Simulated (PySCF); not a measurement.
Gas-phase reaction: 2 GaI3 + 2 Cl2 → 2 GaCl2 + 3 I2

Energies from PySCF (xtb for GFN2), thermal terms from the rigid-rotor harmonic-oscillator model, ideal gas at 1 bar. † marks an energy on the PBE0/def2-TZVP geometry and frequencies; other levels use their own. MP2 freezes the core. Open shells (unrestricted): GaCl2 (multiplicity 2); the rest are closed-shell singlets. GFN2 has no spin-polarisation term. I: scalar-relativistic def2 core potential, no spin-orbit coupling. Ga: all electrons, no relativistic terms. GaCl2: computed as isolated molecules; such fragments, hydroxides, amides, oligomers or adducts are transient or little studied in the gas. MP2 isn't extrapolated to the basis-set limit.

ωB97X-V/def2-TZVP† gives ΔH°(298 K) = 163 kJ.

**Question.** What do GFN2-xTB, MP2/def2-SVP†, r2SCAN/def2-TZVP† give?

**Answer.** GFN2-xTB: 158 kJ; MP2/def2-SVP†: 176 kJ; r2SCAN/def2-TZVP†: 139 kJ. For scale, ΔH°(298 K) is 163 kJ at this level, 152 kJ at ωB97M-V/def2-TZVP†, and runs from 64 to 218 kJ over the 18 levels computed.
